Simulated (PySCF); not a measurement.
Telling isomers of C$_{6}$H$_{6}$F$_{3}$N apart by NMR

[PySCF 2.14: GFN2-xTB structure; PBE0/pcSseg-1 with gauge-including orbitals; equivalent nuclei averaged; in vacuum; one conformer; relativity neglected]

References, each an isolated molecule treated in the same way: 1H and 13C vs TMS. Splittings of carbon signals by F and P are missing where no couplings were computed. Where no couplings were computed, multiplicities follow the n + 1 count of equivalent neighbours, and m marks all less simple cases (inequivalent or close neighbours, rings, F or P nearby). Shifts are as computed. Against solution values, carbons near 30 ppm lie about +3 ppm off and those near 130 ppm about +5 ppm. Of 1211 compounds with measured shifts, 218 miss one by over three times the rms of a fit or turn the order of signals round; such compounds aren't used in these exercises.

(1) Tabulate the signals of `FC(F)(F)Cn1cccc1`, `CC/C=C(\C#N)C(F)(F)F`, `Cn1ccc(C(F)(F)F)c1` and their relative energies.

(2) What is the quickest way to tell FC(F)(F)Cn1cccc1 from CC/C=C(\C#N)C(F)(F)F?

(3) What is the quickest way to tell FC(F)(F)Cn1cccc1 from Cn1ccc(C(F)(F)F)c1?

(4) What is the quickest way to tell CC/C=C(\C#N)C(F)(F)F from Cn1ccc(C(F)(F)F)c1?

Results:

(1) 
```tsv
SMILES	carbon types	δC	δH	E rel. (kcal/mol)
FC(F)(F)Cn1cccc1	1×C 4×CH 1×CH2	132.7, 125.4, 116.2, 55.2	6.65 (m, 2H), 6.51 (m, 2H), 4.30 (m, 2H)	3.0
CC/C=C(\C#N)C(F)(F)F	3×C 1×CH 1×CH2 1×CH3	168.3, 130.8, 117.3, 112.5, 30.6, 15.0	7.41 (m, 1H), 2.70 (m, 2H), 1.23 (t, 3H)	21.0
Cn1ccc(C(F)(F)F)c1	2×C 3×CH 1×CH3	133.3, 125.9, 124.6, 123.7, 113.9, 37.1	6.95 (m, 1H), 6.65 (m, 1H), 6.56 (m, 1H), 3.76 (s, 3H)	0.0
```

Energies are electronic energies at PBE0/pcSseg-1 on these geometries, without zero-point or thermal terms, each for the one conformer computed, which needn't be the lowest.

(2) Count the carbon signals: 4 against 6. The first has an aromatic CH at 116.2 ppm, the second a methyl carbon (CH3) at 15.0 ppm. Their most deshielded carbons lie at 132.7 and 168.3 ppm. In the proton spectra the most deshielded non-exchanging signals are 6.65 (m, 2H) and 7.41 (m, 1H).

(3) Count the carbon signals: 4 against 6. The first has an sp3 CH2 bonded to N at 55.2 ppm, the second a methyl carbon bonded to N (CH3) at 37.1 ppm. Their most deshielded carbons lie at 132.7 and 133.3 ppm.

(4) Both give the same number of carbon signals, but DEPT or the intensities differ. The first has an allylic sp3 CH2 at 30.6 ppm, the second an aromatic CH at 113.9 ppm. Their most deshielded carbons lie at 168.3 and 133.3 ppm. In the proton spectra the most deshielded non-exchanging signals are 7.41 (m, 1H) and 6.95 (m, 1H).
